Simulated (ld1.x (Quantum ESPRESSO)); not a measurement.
**Logarithmic derivatives: nitrogen (N), TM**

ld1.x (Quantum ESPRESSO) 7.5 input, shortened:

```
&input
   title='N', zed=7., rel=1, dft='WC', iswitch=3,
   config='[He] 2s2 2p3'
 /
 &inputp
   pseudotype=2, tm=.true., lloc=-1, rcloc=0.65,
   nlcc=.false.
 /
2
2S  1  0   2.00   0.00  0.75  0.75  0.0
2P  2  1   3.00   0.00  1.05  1.05  0.0
 &test
   configts(1)='2s2 2p3'
 /
```

The phase is arctan(r·u′/u) with u = r·R(r), unwrapped; energies in Ry, scanned from -3 to 5 Ry. A pole is an energy at which the radial function vanishes at the test radius. The pseudo phase is shifted by a multiple of π to meet the all-electron one at the reference energy, and phase errors are pseudo minus all-electron; the curves can meet again beyond the range given. Levels narrower than the energy grid can be missing from the lists of poles.

```csv
channel,radius (bohr),reference energy (Ry),"poles, all-electron","poles, pseudo",unbroken range about the reference energy with phases within 0.05 rad,phase error 1 Ry above the reference energy (rad)
s,1.15,-1.36,none,none,the whole range,-0.001
p,1.15,-0.52,4.43,4.48,the whole range,+0.001
```

Phases in the s channel:

```json
{"E (Ry)": "-3.00", "all-electron": "0.557", "pseudo": "0.555"}
{"E (Ry)": "-2.52", "all-electron": "0.368", "pseudo": "0.367"}
{"E (Ry)": "-2.04", "all-electron": "0.126", "pseudo": "0.126"}
{"E (Ry)": "-1.56", "all-electron": "-0.156", "pseudo": "-0.156"}
{"E (Ry)": "-1.08", "all-electron": "-0.441", "pseudo": "-0.441"}
{"E (Ry)": "-0.60", "all-electron": "-0.689", "pseudo": "-0.689"}
{"E (Ry)": "-0.12", "all-electron": "-0.884", "pseudo": "-0.886"}
{"E (Ry)": "0.36", "all-electron": "-1.032", "pseudo": "-1.036"}
{"E (Ry)": "0.84", "all-electron": "-1.145", "pseudo": "-1.149"}
{"E (Ry)": "1.32", "all-electron": "-1.231", "pseudo": "-1.236"}
{"E (Ry)": "1.80", "all-electron": "-1.299", "pseudo": "-1.305"}
{"E (Ry)": "2.28", "all-electron": "-1.353", "pseudo": "-1.361"}
{"E (Ry)": "2.76", "all-electron": "-1.398", "pseudo": "-1.407"}
{"E (Ry)": "3.24", "all-electron": "-1.436", "pseudo": "-1.446"}
{"E (Ry)": "3.72", "all-electron": "-1.468", "pseudo": "-1.479"}
{"E (Ry)": "4.20", "all-electron": "-1.496", "pseudo": "-1.509"}
{"E (Ry)": "4.68", "all-electron": "-1.521", "pseudo": "-1.535"}
```
